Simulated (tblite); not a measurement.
Species: C6H6O2.
SMILES with atom numbers: `[O:1]=[CH:2][C@@H:3]1[CH2:4][CH:5]=[CH:6][C:7]1=[O:8]` (hydrogens: H9 on C2; H10 on C3; H11, H12 on C4; H13 on C5; H14 on C6)

Computed with GFN2-xTB (tblite), gas phase: Langevin dynamics at 400 K from the optimised GFN2-xTB geometry, time step 0.5 fs, friction 0.01 fs⁻¹, 2000 steps.

The start geometry, which sets the zero of energy:
```
atom  x, y, z in Å
O1      1.631   -0.320   -1.943
C2      1.628    0.344   -0.946
C3      0.787    0.073    0.273
C4     -0.058   -1.196    0.176
C5     -1.466   -0.709    0.196
C6     -1.556    0.617    0.310
C7     -0.232    1.230    0.389
O8      0.055    2.391    0.516
H9      2.239    1.259   -0.849
H10     1.436    0.110    1.150
H11     0.152   -1.726   -0.758
H12     0.131   -1.889    0.998
H13    -2.295   -1.392    0.119
H14    -2.453    1.208    0.348
```

**Question.** These frames come from the run, each turned onto the start geometry. Order them by potential energy, lowest first.
A.
```
atom  x, y, z in Å
O1      0.946    0.293   -2.177
C2      1.540    0.306   -1.103
C3      0.893    0.021    0.245
C4      0.010   -1.205    0.310
C5     -1.399   -0.673    0.151
C6     -1.572    0.655    0.097
C7     -0.248    1.200    0.502
O8     -0.045    2.278    1.086
H9      2.605    0.782   -1.015
H10     1.560    0.134    1.102
H11     0.223   -2.043   -0.306
H12     0.179   -1.599    1.377
H13    -2.115   -1.327   -0.305
H14    -2.577    1.179    0.014
```
B.
```
atom  x, y, z in Å
O1      1.957   -0.458   -1.784
C2      1.782    0.305   -0.858
C3      0.766    0.052    0.212
C4     -0.075   -1.171    0.065
C5     -1.535   -0.708    0.272
C6     -1.639    0.640    0.352
C7     -0.277    1.192    0.351
O8     -0.036    2.342    0.455
H9      2.242    1.381   -0.915
H10     1.439    0.098    1.111
H11     0.055   -1.656   -0.963
H12     0.123   -1.874    0.876
H13    -2.292   -1.528    0.363
H14    -2.513    1.385    0.442
```
C.
```
atom  x, y, z in Å
O1      1.355   -0.221   -1.938
C2      1.324    0.461   -0.972
C3      0.853   -0.036    0.366
C4     -0.009   -1.290    0.289
C5     -1.322   -0.692    0.029
C6     -1.422    0.650    0.140
C7     -0.163    1.195    0.550
O8      0.143    2.319    0.704
H9      1.831    1.487   -0.830
H10     1.766    0.073    1.000
H11     0.096   -2.129   -0.430
H12     0.065   -1.851    1.172
H13    -2.239   -1.286   -0.198
H14    -2.279    1.319    0.096
```
D.
```
atom  x, y, z in Å
O1      0.909   -0.071   -1.924
C2      1.472    0.327   -0.952
C3      0.940   -0.001    0.398
C4      0.039   -1.256    0.293
C5     -1.426   -0.772   -0.003
C6     -1.448    0.579    0.140
C7     -0.189    1.230    0.513
O8      0.085    2.399    0.717
H9      2.188    1.161   -1.054
H10     1.531    0.200    1.332
H11     0.343   -1.792   -0.599
H12     0.088   -1.913    1.159
H13    -2.277   -1.371   -0.121
H14    -2.256    1.279    0.078
```
E.
```
atom  x, y, z in Å
O1      1.443   -0.132   -2.023
C2      1.604    0.410   -0.925
C3      0.780    0.074    0.237
C4     -0.050   -1.206    0.268
C5     -1.452   -0.700    0.158
C6     -1.516    0.612    0.125
C7     -0.214    1.214    0.354
O8     -0.017    2.403    0.608
H9      2.380    1.141   -0.794
H10     1.478    0.018    1.073
H11     0.182   -1.836   -0.662
H12     0.218   -1.836    1.124
H13    -2.374   -1.286    0.097
H14    -2.463    1.123    0.336
```

**Answer.** E (0.542 eV), B (0.634 eV), D (0.761 eV), C (0.882 eV), A (1.068 eV).

In the order of the answer:

```
t (fs)  E above start (eV)  largest force (eV/Å)  rms force component (eV/Å)  rms distance from start (Å)  rms bond change (Å)  bond most changed (Å)
   800               0.542                  4.10                       1.115                        0.139                0.027          C4–H11 +0.053
   300               0.634                  2.36                       0.882                        0.180                0.039          C6–H14 +0.077
   625               0.761                  4.13                       0.961                        0.293                0.044           C3–C7 +0.128
  1000               0.882                  2.78                       0.993                        0.305                0.031           C3–C7 +0.060
   950               1.068                  3.46                       1.136                        0.437                0.046           C3–C7 +0.115
```

What follows is the cost of the whole dynamics run. The run took 10 s wall on an Arm Neoverse V1 with one thread (shared host), and the process peaked at 0.17 GiB of memory.
